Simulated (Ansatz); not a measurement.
Start from `[OH][GeH]([OH])[CH2]F` and change one atom or group to get `[NH2][GeH]([OH])[CH2]F`.

Ansatz, PBE0-D4/def2-TZVP geometries, multiplicity 1. Each molecule was computed in one conformer, which needn't be the lowest.

Scalar relativity is left out up to krypton.

```json
{"property": "LUMO energy (B3LYP/def2-TZVPP) / eV", "`[OH][GeH]([OH])[CH2]F`": "-0.08"}
{"property": "size of the dipole moment (B3LYP/def2-TZVPP) / D", "`[OH][GeH]([OH])[CH2]F`": "1.39"}
{"property": "HOMO–LUMO gap (PBE0/def2-TZVPP) / eV", "`[OH][GeH]([OH])[CH2]F`": "8.62"}
{"property": "HOMO–LUMO gap (ωB97M-V/def2-TZVPP) / eV", "`[OH][GeH]([OH])[CH2]F`": "12.53"}
{"property": "HOMO–LUMO gap (PBE/def2-TZVPP) / eV", "`[OH][GeH]([OH])[CH2]F`": "6.15"}
{"property": "HOMO energy (B3LYP/def2-TZVPP) / eV", "`[OH][GeH]([OH])[CH2]F`": "-8.12"}
```

**Question.** Give the same properties after the change, and the shifts. (Estimate.)

**Answer.** The calculation gave: 
```json
{"property": "LUMO energy (B3LYP/def2-TZVPP) / eV", "`[NH2][GeH]([OH])[CH2]F`": "0.10", "shift": "0.18"}
{"property": "size of the dipole moment (B3LYP/def2-TZVPP) / D", "`[NH2][GeH]([OH])[CH2]F`": "1.70", "shift": "0.31"}
{"property": "HOMO–LUMO gap (PBE0/def2-TZVPP) / eV", "`[NH2][GeH]([OH])[CH2]F`": "8.04", "shift": "-0.58"}
{"property": "HOMO–LUMO gap (ωB97M-V/def2-TZVPP) / eV", "`[NH2][GeH]([OH])[CH2]F`": "12.04", "shift": "-0.49"}
{"property": "HOMO–LUMO gap (PBE/def2-TZVPP) / eV", "`[NH2][GeH]([OH])[CH2]F`": "5.66", "shift": "-0.49"}
{"property": "HOMO energy (B3LYP/def2-TZVPP) / eV", "`[NH2][GeH]([OH])[CH2]F`": "-7.36", "shift": "0.76"}
```

With PBE0 the HOMO rises by 0.73 eV and the LUMO rises by 0.15 eV, so the gap narrows by about 0.58 eV. PBE moves the HOMO by 0.65 eV and ωB97M-V by 0.64 eV. Dipoles are sizes alone; their direction can turn.

B3LYP here is the variant with VWN-RPA as its local correlation; programs differ in this.
